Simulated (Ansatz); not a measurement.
Mulliken charges of CH6AlIn (`[AlH2][CH2][InH2]`) from r2SCAN/def2-TZVPP in Ansatz (PBE0-D4/def2-TZVP geometry).

```csv
atom,x (Å),y (Å),z (Å),charge (e)
Al1,-0.726,0.828,-1.348,0.474
C2,0.725,0.147,-0.274,-0.622
In3,0.153,-0.915,1.514,0.532
H4,-1.373,-0.078,-2.483,-0.167
H5,-1.325,2.272,-1.058,-0.167
H6,1.354,0.972,0.076,0.116
H7,1.320,-0.568,-0.851,0.116
H8,-0.083,-2.623,1.438,-0.141
H9,-0.045,-0.036,2.987,-0.141
```

Task: By hand: the dipole of these point charges (1 e Å = 4.8032 D).

Result: Σ q r = (0.065, -0.130, 0.214) e Å, of length 0.259 e Å = 1.24 D.

Task: How does the dipole of the full density compare? (Estimate.)

Result: Ansatz gave: (0.232, -0.021, 0.026) e Å, 1.13 D; the point charges give 1.10 times that, at 67° from its direction.

Point charges leave out the atoms' own dipoles, such as those of lone pairs, and Mulliken's split depends on the basis, so the two needn't agree.
